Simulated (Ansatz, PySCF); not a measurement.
Si(F)2(Br)(OH) (BrF2HOSi), SMILES O[Si](F)(F)Br. Atoms are numbered in the order given.

```xyz
6

O      1.5768     1.2598     0.0000
Si     0.0185     0.7802     0.0000
F     -0.7674     1.3558     1.2796
F     -0.7674     1.3558    -1.2796
Br    -0.0474    -1.4037     0.0000
H      1.7701     2.2061     0.0000
```
Charge 0, spin multiplicity 1.

Geometry: B3LYP-D3(BJ)/def2-SVP. This is a generated structure with no PubChem entry under its InChIKey; it may be hypothetical. One conformer was computed; it need not be the lowest.

Two levels are set side by side: PBE-D3(BJ)/def2-SVP (Ansatz, a quantum-chemistry and plane-wave program) and B3LYP-D3(BJ)/def2-SVP (Ansatz). Each level has its own optimised geometry; the coordinates shown are those of the second. Frequencies come from the Hessian of PySCF at each geometry. Differences are taken from unrounded values.

```csv
quantity,B3LYP-D3(BJ)
mean bond length (Å),1.600
bond O1–Si2 (Å),1.630
bond Si2–F3 (Å),1.608
bond Si2–F4 (Å),1.608
bond Si2–Br5 (Å),2.185
bond O1–H6 (Å),0.966
highest harmonic wavenumber (cm⁻¹),3863
mean harmonic wavenumber (cm⁻¹),784
zero-point energy (kcal/mol),13.46
```

Problem. What does PBE-D3(BJ) give, and how far is it from B3LYP-D3(BJ)? (An estimate is asked for; the answer gives what the named calculation found.)

Solution. 
```csv
quantity,PBE-D3(BJ),PBE-D3(BJ) minus B3LYP-D3(BJ)
mean bond length (Å),1.610,0.010
bond O1–Si2 (Å),1.645,0.014
bond Si2–F3 (Å),1.621,0.013
bond Si2–F4 (Å),1.621,0.013
bond Si2–Br5 (Å),2.189,0.004
bond O1–H6 (Å),0.974,0.009
highest harmonic wavenumber (cm⁻¹),3754,-109
mean harmonic wavenumber (cm⁻¹),763,-21
zero-point energy (kcal/mol),13.10,-0.36
```

Exact exchange shortens and stiffens bonds; PBE has none. Differences between two approximate levels are no errors against the true value.
